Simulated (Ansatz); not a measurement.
One change: `[F][SnH2][F]` becomes `[F][GeH2][F]`.

Ansatz, PBE0-D4/def2-TZVP geometries, multiplicity 1. 

Elements past krypton have def2 core potentials. Scalar relativity is left out up to krypton.

```json
{"property": "HOMO energy (ωB97M-V/def2-TZVPP) / eV", "`[F][SnH2][F]`": "-12.12"}
{"property": "HOMO–LUMO gap (B3LYP/def2-TZVPP) / eV", "`[F][SnH2][F]`": "8.31"}
{"property": "size of the dipole moment (B3LYP/def2-TZVPP) / D", "`[F][SnH2][F]`": "3.43"}
{"property": "LUMO energy (PBE/def2-TZVPP) / eV", "`[F][SnH2][F]`": "-1.95"}
{"property": "size of the dipole moment (ωB97M-V/def2-TZVPP) / D", "`[F][SnH2][F]`": "3.46"}
{"property": "HOMO energy (PBE/def2-TZVPP) / eV", "`[F][SnH2][F]`": "-8.30"}
```

(1) What does the change do to each property? (An estimate is asked.)

Answers

(1) The calculation gave: 
```tsv
property	`[F][GeH2][F]`	shift
HOMO energy (ωB97M-V/def2-TZVPP) / eV	-12.32	-0.20
HOMO–LUMO gap (B3LYP/def2-TZVPP) / eV	9.52	1.21
size of the dipole moment (B3LYP/def2-TZVPP) / D	2.60	-0.83
LUMO energy (PBE/def2-TZVPP) / eV	-0.90	1.05
size of the dipole moment (ωB97M-V/def2-TZVPP) / D	2.60	-0.86
HOMO energy (PBE/def2-TZVPP) / eV	-8.44	-0.14
```

With PBE0 the HOMO falls by 0.17 eV and the LUMO rises by 0.95 eV, so the gap widens by about 1.12 eV. PBE moves the HOMO by -0.14 eV and ωB97M-V by -0.20 eV. Dipoles are sizes alone; their direction can turn.

B3LYP here is the variant with VWN-RPA as its local correlation; programs differ in this.
